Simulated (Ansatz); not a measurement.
Two isomers of C10H9N: A = `Cc1ccc2ncccc2c1`, B = `Cc1ccnc2ccccc12`.

Computed with Ansatz on PBE0-D4/def2-TZVP structures; ΔE is electronic, products minus reactants. CCSD(T)/CBS adds triple-zeta CCSD(T) − MP2 to the extrapolated MP2 energy (def2 sets, frozen cores). Functionals use def2-TZVPP. B3LYP here is the variant with VWN-RPA as its local correlation; programs differ in this.

A:

```xyz
20

C     0.0778    3.1878   -0.4492
C     0.0307    1.6924   -0.4736
C    -0.0461    1.0135   -1.7139
C    -0.0912   -0.3488   -1.7827
C    -0.0618   -1.1267   -0.6050
N    -0.1083   -2.4755   -0.7128
C    -0.0800   -3.1767    0.3904
C    -0.0044   -2.6168    1.6811
C     0.0429   -1.2574    1.8048
C     0.0153   -0.4593    0.6448
C     0.0601    0.9506    0.6773
H     0.9452    3.5623   -1.0005
H     0.1356    3.5681    0.5713
H    -0.8110    3.6164   -0.9212
H    -0.0702    1.5986   -2.6280
H    -0.1506   -0.8705   -2.7305
H    -0.1185   -4.2579    0.2774
H     0.0150   -3.2643    2.5494
H     0.1015   -0.7826    2.7790
H     0.1183    1.4467    1.6419
```

B:

```xyz
20

C    -0.051   -0.312   -2.553
C     0.514    0.173   -1.259
C     1.683    0.885   -1.212
C     2.190    1.329    0.024
N     1.617    1.108    1.175
C     0.457    0.405    1.167
C    -0.174    0.159    2.404
C    -1.346   -0.544    2.462
C    -1.938   -1.032    1.284
C    -1.349   -0.809    0.069
C    -0.140   -0.088   -0.025
H    -1.051    0.096   -2.726
H    -0.143   -1.402   -2.562
H     0.585   -0.018   -3.389
H     2.225    1.113   -2.123
H     3.120    1.894    0.045
H     0.306    0.548    3.294
H    -1.823   -0.727    3.418
H    -2.867   -1.588    1.341
H    -1.814   -1.190   -0.832
```

(1) Which isomer does CCSD(T)/CBS put lower? Give the gap. (An estimate is asked.)

(2) Give E(B) − E(A) in kJ/mol with MP2/def2-TZVPP, r2SCAN-D4, CCSD/def2-TZVPP, CCSD(T)/def2-TZVPP, LDA (SPW92), B3LYP-D4, ωB97M-V. (Best estimate.)

Largest T1 diagnostic: 0.012.

## Answers

(1) Ansatz gave: B, by 3.2 kJ/mol.

(2) Ansatz gave: MP2/def2-TZVPP -2.5, r2SCAN-D4 -2.4, CCSD/def2-TZVPP -2.4, CCSD(T)/def2-TZVPP -2.8, LDA (SPW92) -3.7, B3LYP-D4 -2.2, ωB97M-V -3.0. None reverses the order clearly.

Leaving LDA and LC-ωPBE aside and taking each functional with its dispersion term where it has one, the values, not all of them listed here, spread over 1.7 kJ/mol, from ωB97M-V to B2PLYP. LDA lies −3.1 kJ/mol from PBE without D4.
